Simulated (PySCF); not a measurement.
## Induced dipoles and field energies

Species: C₅H₇NSi.
Cartesian coordinates in Å at the GFN2-xTB level; atoms count from 1:
```xyz
14
C5H7NSi angstrom
C     -2.2890   -0.4990    0.0402
C     -1.0011   -0.2297   -0.0885
C     -0.1685    0.7399    0.7214
C      1.1631    0.6268   -0.0632
C      2.2709    0.2380    0.7367
N      3.1501   -0.1145    1.3827
Si     0.4263   -0.7620   -1.2101
H     -2.9018   -0.0213    0.7909
H     -2.7866   -1.2088   -0.5995
H     -0.0599    0.4130    1.7572
H     -0.5736    1.7523    0.7284
H      1.4188    1.5473   -0.5904
H      0.3732   -0.3854   -2.6218
H      0.9773   -2.0971   -1.0061
```

Level: CAM-B3LYP/def2-SVPD (PySCF); nuclei fixed, core orbitals frozen in the response. Permanent dipole (-3.858, 0.783, -2.471) D (1 au = 2.5417 D). Static polarisability (au):

```
x   107.38   1.32   4.84
y     1.32  71.34   6.31
z     4.84   6.31  80.50
```

Only the terms in μ and α are kept: μ(F) = μ + αF and ΔE = −μ·F − ½ F·αF.

Question: What do fields of 0.411 V/Å (0.008 au) along the six axis directions do?

Answer: 
| field along | induced x (D) | induced y (D) | induced z (D) | total size (D) | −μ·F (kJ/mol) | −½F·αF (kJ/mol) |
| --- | --- | --- | --- | --- | --- | --- |
| +x | 2.183 | 0.027 | 0.098 | 3.015 | +31.881 | -9.022 |
| −x | -2.183 | -0.027 | -0.098 | 6.609 | -31.881 | -9.022 |
| +y | 0.027 | 1.451 | 0.128 | 5.015 | -6.470 | -5.994 |
| −y | -0.027 | -1.451 | -0.128 | 4.722 | +6.470 | -5.994 |
| +z | 0.098 | 0.128 | 1.637 | 3.957 | +20.419 | -6.763 |
| −z | -0.098 | -0.128 | -1.637 | 5.741 | -20.419 | -6.763 |

Question: For the field (-0.0080, -0.0072, 0.0000) au, what is the induced dipole, and what angle does it make with the field?

Answer: αF = (-2.208, -1.332, -0.214) D, at 11.9° to the field. The polarisability along this direction, F·αF/F², is 92.56 au, against a mean of 86.41 au.

Question: At what field along the permanent dipole would the induced dipole along it equal the permanent one, in this linear picture?

Answer: The polarisability along the dipole is 101.53 au, so F = 1.8286 au / 101.53 au = 0.0180 au = 0.93 V/Å; higher-order terms are ignored.

Question: What field makes μF equal to kT at 200 K?

Answer: kT = 0.6334 × 10⁻³ Eh, so F = 0.000346 au = 1.78 MV/cm.

Question: A unit point charge sits 8 Å away. Estimate the induction energy −αe²/2R⁴ with the mean polarisability, treating the molecule as a point.

Answer: R = 15.12 bohr, so the energy is −86.4/(2 × 15.12⁴) Eh = -2.17 kJ/mol. The charge–dipole term at its most favourable orientation, −μe/R², is -21 kJ/mol.

Isolated species at its GFN2-xTB geometry, gas phase.
